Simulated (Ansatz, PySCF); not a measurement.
The PySCF input:
```python
from pyscf import gto, scf, mp

mol = gto.Mole()
mol.atom = '''
    S    -0.80955851   -0.03765018    0.59460666
    S     0.80955851    0.03765018   -0.59460666
    H    -1.71863123   -0.08126760   -0.40514565
    H     1.71863123    0.08126760    0.40514566
'''
mol.basis = 'aug-cc-pvdz'
mol.charge = 1
mol.spin = 1
mol.verbose = 4
mol.build()

mf = scf.UHF(mol)
mf.kernel()

pt = mp.MP2(mf, frozen=10)
pt.kernel()
print('E(MP2) = %.10f' % pt.e_tot)
```

Task: Give the equivalent Ansatz (an electronic-structure program) input.

Result: Several could match; the one computed here: 
Ansatz 0.2 input:
```yaml
crystal:
  periodic: [false, false, false]
  atoms:
    - {symbol: S, position_ang: [-0.80955851, -0.03765018, 0.59460666]}
    - {symbol: S, position_ang: [0.80955851, 0.03765018, -0.59460666]}
    - {symbol: H, position_ang: [-1.71863123, -0.08126760, -0.40514565]}
    - {symbol: H, position_ang: [1.71863123, 0.08126760, 0.40514566]}
basis:
  gaussian:
    orbitals: aug-cc-pVDZ
total_charge: 1
magnetization: {spin_polarized: true, initial_magnetization: 1}
correlation: {method: mp2, electrons: outside_noble_gas}
accuracy: high
```

Both were run: PySCF gave -796.190807 Eh and Ansatz -796.190808 Eh, 0.000 mEh apart.
